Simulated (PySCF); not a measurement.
BBr2, SMILES Br[B]Br, multiplicity 2. Atoms are numbered in the order given.

```xyz
3

Br     0.0000    -1.6871     0.0566
B      0.0000     0.0000    -0.7927
Br     0.0000     1.6871     0.0566
```
Charge 0, spin multiplicity 2.

Geometry optimised at B3LYP-D3(BJ)/def2-TZVP. The isomer is the one that the SMILES or the coordinates give; other isomers of the formula were not compared.

Calculation: PBE0/def2-TZVPD run with PySCF.

Isolated molecule, no solvent.

```
Property                                                                                                         Value
---------------------------------------------------------------------------------------------  -----------------------
total energy                                                                                       -5172.53199 hartree
point group                                                                                                        C2v
α spin, highest occupied and lowest empty level                                                     -6.37 and -2.33 eV
β spin, highest occupied and lowest empty level                                                     -8.77 and -2.22 eV
dipole moment                                                                                                0.074 e·Å
quadrupole, principal values (traceless, Buckingham form, about the centre of nuclear charge)    -2.41, 0.37, 2.04 D·Å
mean static polarisability                                                                        60.3 bohr³ (8.93 Å³)
polarisability, principal values                                                                45.4, 51.6, 83.8 bohr³
⟨S²⟩                                                                                           0.754 (pure state 0.75)
```
